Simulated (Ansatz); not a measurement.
BH5OSi2 (`[SiH3][SiH]1BO1`). Total charge 0; spin multiplicity 1. All single points use the PBE0-D4/def2-TZVP geometry.

```xyz
9

Si    1.142   -1.157    0.271
Si   -0.173    0.528   -0.660
B    -1.389    1.636    0.306
O    -1.849    0.450   -0.101
H     2.567   -0.873   -0.047
H     0.958   -1.162    1.745
H     0.787   -2.493   -0.277
H    -0.139    0.549   -2.147
H    -1.904    2.522    0.910
```

Problem. What is the dipole moment at r2SCAN/def2-TZVPP? (Estimate.)

Solution. Ansatz gave: 0.95 D, with components (0.94, 0.12, -0.08) D in this frame, pointing from negative to positive charge.

Problem. And with PBE, B3LYP, ωB97M-V? (Best estimate.)

Solution. The calculation gave: PBE 0.90 D, B3LYP 1.14 D, ωB97M-V 1.17 D.

Problem. Give the Mulliken charges with r2SCAN, B3LYP, ωB97M-V in def2-TZVPP. (Estimate.)

Solution. Ansatz gave: 
```json
{"atom": "Si1", "r2SCAN": "0.16", "B3LYP": "0.15", "ωB97M-V": "0.04"}
{"atom": "Si2", "r2SCAN": "0.26", "B3LYP": "0.21", "ωB97M-V": "0.17"}
{"atom": "B3", "r2SCAN": "0.09", "B3LYP": "0.09", "ωB97M-V": "0.04"}
{"atom": "O4", "r2SCAN": "-0.28", "B3LYP": "-0.28", "ωB97M-V": "-0.28"}
{"atom": "H5", "r2SCAN": "-0.06", "B3LYP": "-0.05", "ωB97M-V": "-0.01"}
{"atom": "H6", "r2SCAN": "-0.06", "B3LYP": "-0.05", "ωB97M-V": "-0.01"}
{"atom": "H7", "r2SCAN": "-0.05", "B3LYP": "-0.05", "ωB97M-V": "-0.01"}
{"atom": "H8", "r2SCAN": "-0.07", "B3LYP": "-0.06", "ωB97M-V": "-0.02"}
{"atom": "H9", "r2SCAN": "0.02", "B3LYP": "0.05", "ωB97M-V": "0.09"}
```

B3LYP here is the variant with VWN-RPA as its local correlation; programs differ in this.
